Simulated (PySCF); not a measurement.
C₆H₁₄B, doublet, at a GFN2-xTB geometry, with bond 20-7 at 2.0 times its length. Base run: M062X/STO-3G run with PySCF.

Geometry (Å):
```xyz
21

C     -0.8157     1.4964     0.4961
C     -1.1237     1.1993    -0.8789
B      0.0165     0.1739    -0.1768
C     -0.4076    -1.2901     0.3142
C     -1.8963    -1.6412     0.2736
C      1.5399     0.4336    -0.6028
C      2.5726    -0.0659     0.4153
H     -0.1887     2.3430     0.7267
H     -1.5263     1.2358     1.2640
H     -0.7269     1.8399    -1.6511
H     -2.0707     0.7414    -1.1143
H      0.1329    -2.0468    -0.2623
H     -0.0647    -1.4234     1.3468
H     -2.2651    -1.6321    -0.7501
H     -2.0689    -2.6360     0.6818
H     -2.4837    -0.9347     0.8564
H      1.7492    -0.0721    -1.5518
H      1.7279     1.4954    -0.7830
H      3.5863     0.1401     0.0758
H      2.2813     0.9173     2.3341
H      2.4743    -1.1379     0.5650
```
Charge 0, spin multiplicity 2.
Orbitals are unrestricted.
All else is at PySCF's defaults.
Base energy -258.48834 Eh.

Each row names what was changed in the base input (with any setting that the change needs).

| change | ΔE vs base (mEh) | SCF cycles | <S^2> | outcome |
|---|---|---|---|---|
| base | 0.000 | 13 | 0.751 | converged |
| conv_tol = 1e-11 | 0.000 | 16 | 0.751 | converged |
| level_shift = 1.0 (with mf.max_cycle = 100) | 0.000 | 50 | 0.751 | converged |
| init_guess = huckel | -20.815 | 21 | 1.457 | another SCF solution |
| diis = off (with mf.max_cycle = 100) | - | 100 | - | not converged |
| DIIS = EDIIS | - | 50 | - | not converged |
| DIIS = ADIIS | - | 50 | - | not converged |
| diis_space = 2 | - | 50 | - | not converged |
| level_shift = 0.1 (with mf.max_cycle = 100) | 0.000 | 15 | 0.751 | converged |
| level_shift = 0.3 (with mf.max_cycle = 100) | 0.000 | 21 | 0.751 | converged |
| diis_space = 20 | 0.000 | 13 | 0.751 | converged |
| solver = newton; init_guess = 1e | - | - | - | cut at the time limit |

A guess, shift, damping, solver or small numerical setting can't move a converged solution much, so rows marked as another SCF solution ended in a different state.

Open shells are given as the SCF converged; they aren't shown to be the lowest states, and a large step between rows can be another state.
